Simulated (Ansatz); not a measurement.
KNa₃⁺, relaxed as a doublet with UKS r2SCAN/def2-TZVP in Ansatz, starting from the r2SCAN/def2-TZVP geometry of the neutral singlet. Force threshold 0.02 eV/Å.

The relaxation made no stability test and no search for a lower SCF solution. The structure comes from a short search, and lower isomers may exist.

Start:

| atom | x (Å) | y (Å) | z (Å) |
| --- | --- | --- | --- |
| Na1 | -1.245 | -0.671 | -0.704 |
| Na2 | 1.147 | 0.903 | 0.602 |
| Na3 | -1.239 | 2.888 | -1.233 |
| K4 | 1.338 | -3.121 | 1.335 |

(1) Estimate the energy that the relaxation releases and the steps that it takes.

(2) Does the start keep its bonding and symmetry?

(3) Predict the relaxed structure.

Results:

(1) 0.4 kcal/mol, in 4 steps; 14 s on 4 threads of Arm Neoverse V1 on a shared host. The force fell under the threshold at step 3, but the optimiser went on. No frequencies were taken in this run, so the end may be a saddle point.

(2) By distances, no bond broke or formed. The bond that changes most is Na1–K4, from 4.10 to 4.34 Å (atoms count from 1). Point group C2v at the start, C2v at the end, both within 0.05 Å; within 0.015 Å the end is C2.

(3) 
```
atom    x (Å)    y (Å)    z (Å)
 Na1  -1.2932  -0.6477  -0.7374
 Na2   1.1575   0.9645   0.5997
 Na3  -1.2717   2.9656  -1.2661
  K4   1.4074  -3.2823   1.4039
```
Bond lengths (bridged metal pairs left out): 3 × Na–Na 3.22 to 3.66 Å; 2 × K–Na 4.33 to 4.34 Å.
